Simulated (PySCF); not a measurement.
Compound: C4H9F3Si2.
Atom-mapped SMILES: `[CH3:1][SiH2:2]/[CH:3]=[C:4](\[SiH3:5])[C:6]([F:7])([F:8])[F:9]` (hydrogens: H10, H11, H12 on C1; H13, H14 on Si2; H15 on C3; H16, H17, H18 on Si5)

The calculation used PBE0-D3(BJ)/def2-SVP geometry optimisation, gas phase (PySCF).

Task: Give the optimised bond lengths and angles.

Result: 
```
                     bond  length (Å)   order
                   C1–Si2       1.877  single
                   Si2–C3       1.883  single
                    C3=C4       1.344  double
                   C4–Si5       1.898  single
                    C4–C6       1.506  single
      C6–F7, C6–F8, C6–F9       1.338  single
   C1–H10, C1–H11, C1–H12       1.101  single
         Si2–H13, Si2–H14       1.495  single
                   C3–H15       1.100  single
Si5–H16, Si5–H17, Si5–H18       1.491  single
```

Bonds in one row agree within 0.01 Å and their mean is given. Orders are formal, as drawn. A selection of angles:
```
      angle  degrees
 Si2–C1–H10    110.8
 Si2–C1–H11    110.4
 H10–C1–H11    108.4
  C1–Si2–C3    110.2
 C1–Si2–H13    110.6
 C3–Si2–H13    107.6
 C3–Si2–H14    108.9
H13–Si2–H14    108.6
  Si2–C3–C4    126.5
 Si2–C3–H15    116.8
  C4–C3–H15    116.7
  C3–C4–Si5    124.6
   C3–C4–C6    119.8
  Si5–C4–C6    115.6
 C4–Si5–H16    108.9
H16–Si5–H17    109.4
   C4–C6–F7    113.7
   C4–C6–F8    110.5
   C4–C6–F9    110.8
   F7–C6–F8    107.4
```

Dihedral angles: C1–Si2–C3–C4 95° (anticlinal); Si2–C3–C4–Si5 1° (synperiplanar); C3–C4–C6–F7 -4° (synperiplanar). The mirror-image conformer, all signs reversed, is as good.

The 2 C–C bonds span 1.344 Å (C3=C4, drawn double) to 1.506 Å (C4–C6, drawn single), a spread of 0.162 Å. The C–Si distances run from 1.877 Å (C1–Si2, drawn single) to 1.898 Å (C4–Si5, drawn single), a spread of 0.021 Å. Si2 (SiH2 silicon) is tetrahedral (angles from 107.6° to 110.8°). Si5 (SiH3 silicon) is tetrahedral (angles from 108.9° to 110.4°). Of the pairs four or more bonds apart, F7···H15 is among the closest relative to their van der Waals radii: 2.27 Å, 85 % of the sum of Bondi's values.

Point group: C1 (no symmetry element, even within 0.4 Å). No frequency check. The numbers are those of one conformer.

Time: 2.4 min; peak memory 0.77 GiB. Hardware: one thread of an Arm Neoverse V2, no GPU, shared host with 32 logical CPUs at a one-minute load of 8.8. This is the geometry optimisation.
